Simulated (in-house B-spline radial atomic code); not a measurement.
**Ionising Ar+ with different functionals**

Computed with an all-electron radial atomic-structure program (B-spline basis): non-relativistic Hamiltonian, point nucleus, spin-polarised at highest spin, spherical fractional occupations for the functionals, the average over the highest-spin determinants for Hartree-Fock. The ionisation energy is the difference of two self-consistent energies, [Ne] 3s2 3p5 → [Ne] 3s2 3p4, without Breit or QED terms; ε is the level of the shell that loses the electron (its least bound occupied spin orbital).

Hybrids are left out here: with spherical fractional occupations of an open shell their exact exchange keeps a self-interaction that integer-occupation calculations don't have.

```csv
method,rung,ΔSCF (eV),-ε(3p) (eV)
Hartree-Fock,Hartree-Fock,26.38,27.42
LDA VWN5,LDA,27.89,21.71
LDA PW92,LDA,27.89,21.71
LDA exchange-only,LDA,26.17,20.13
PBE,GGA,?,?
PBEsol,GGA,27.66,21.53
BLYP,GGA,27.59,21.43
RPBE,GGA,27.66,21.54
PW91,GGA,?,?
BP86,GGA,27.83,21.67
AM05,GGA,27.67,21.52
OLYP,GGA,27.63,21.52
TPSS,meta-GGA,27.75,21.66
SCAN,meta-GGA,27.82,21.84
r2SCAN,meta-GGA,27.79,21.82
M06-L,meta-GGA,27.77,21.83
revTPSS,meta-GGA,27.71,21.63
```

What does PBE give?

ΔSCF 27.70 eV, and -ε(3p) = 21.57 eV.

What does PW91 give?

ΔSCF 27.78 eV, and -ε(3p) = 21.64 eV.

How do they compare with the NIST value?

NIST lists 27.630 eV (measured, ground level to ground level). Errors run from -1.46 to +0.26 eV; OLYP is closest (-0.00 eV), but part of that can be cancellation, since the calculations leave out relativity, Breit-QED terms, multiplet and fine-structure energies. Hartree-Fock also lacks correlation.
